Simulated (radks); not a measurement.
Spin polarisation of the 5d9 shell in neutral platinum. Start: [Xe] 4f14 5d(up 4.5, down 4.5) 6s(up 0.5, down 0.5); electrons of 5d are moved from spin down to spin up, other shells keep equal spins. Method: scalar-relativistic Kohn-Sham, r2SCAN, spin-polarised, spherical densities, finite nucleus; meta-GGA in the generalised Kohn-Sham scheme; Fermi nuclear charge, rms radius of each element as measured or else 0.836 A^(1/3) + 0.57 fm; computed with a radial shooting solver on a logarithmic mesh with Libxc functionals.

[
 {"moment (Bohr magnetons)": "0", "E - E(0) (eV)": "0.000", "e(5d up) (eV)": "-6.288", "e(5d down) (eV)": "-6.288", "6s down minus up (eV)": "0.000"},
 {"moment (Bohr magnetons)": "0.25", "E - E(0) (eV)": "-0.012", "e(5d up) (eV)": "-6.383", "e(5d down) (eV)": "-6.192", "6s down minus up (eV)": "0.094"},
 {"moment (Bohr magnetons)": "0.5", "E - E(0) (eV)": "-0.048", "e(5d up) (eV)": "-6.476", "e(5d down) (eV)": "-6.094", "6s down minus up (eV)": "0.188"},
 {"moment (Bohr magnetons)": "0.75", "E - E(0) (eV)": "-0.107", "e(5d up) (eV)": "-6.567", "e(5d down) (eV)": "-5.994", "6s down minus up (eV)": "0.282"},
 {"moment (Bohr magnetons)": "1", "E - E(0) (eV)": "-0.191", "e(5d up) (eV)": "-6.657", "e(5d down) (eV)": "-5.892", "6s down minus up (eV)": "0.375"}
]

At moment 1 the spin-polarisation energy is -0.191 eV and the 5d exchange splitting 0.765 eV, that is 0.765 eV per Bohr magneton; E = -I m^2/4 would give I = 0.764 eV.
